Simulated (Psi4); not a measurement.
CH3Cl3Si, charge -1, doublet, geometry from GFN2-xTB (a state made from the parent by changing its charge; the spin is typed, not shown lowest) (a gas-phase anion, which may not be bound at this level). Base run: Psi4 with CCSD(T)/STO-3G.

Input for Psi4:
```
memory 2 GB

molecule {
-1 2
C    -1.88086609   -0.24439940    0.19810488
Si   -0.03103582    0.22941078    0.24173562
Cl    0.94280005   -0.93243123   -1.17927851
Cl   -0.31054700    2.07327251   -1.15476151
Cl    0.45531735   -1.18432133    2.03091734
H    -2.02275001   -1.28867211    0.46708769
H    -2.44430575    0.35993545    0.90406427
H    -2.30194304   -0.07745725   -0.79099435
}

set {
  basis sto-3g
  reference uhf
}

energy('ccsd(t)')
print_variables()
```

Variants of this job, named by their change:

| change | ΔE vs base (kcal/mol) | MP2 correlation (Eh) | CC correlation without the perturbative part (Eh) | basis functions | core-seconds (rough) |
|---|---|---|---|---|---|
| base | 0.000 | -0.08947 | -0.11633 | 44 | 20 |
| method = mp2 | 17.15 | -0.08945 | - | 44 | 5 |
| scf_type = pk; mp2_type = conv | 0.000 | -0.08947 | -0.11633 | 44 | 20 |
| method = omp2 | 16.63 | -0.08945 | - | 44 | 10 |
| method = ccsd | 0.94 | -0.08947 | -0.11633 | 44 | 10 |
| freeze_core = on | … | … | … | 44 | 6 |
| puream = off | 0.000 | -0.08947 | -0.11633 | 44 | 20 |
| method = lccd | 0.64 | -0.08947 | - | 44 | 7 |
| method = mp2.5 | … | -0.08945 | - | 44 | 6 |
| puream = on | 0.000 | -0.08947 | -0.11633 | 44 | 20 |

Fill in the missing entries.


- freeze_core = on, ΔE vs base (kcal/mol): 2.38
- freeze_core = on, MP2 correlation (Eh): -0.08543
- freeze_core = on, CC correlation without the perturbative part (Eh): -0.11266
- method = mp2.5, ΔE vs base (kcal/mol): 11.51

Open shells are given as the SCF converged; they aren't shown to be the lowest states, and a large step between rows can be another state.

A gas-phase anion may not be bound at this level; its values then depend on the basis.
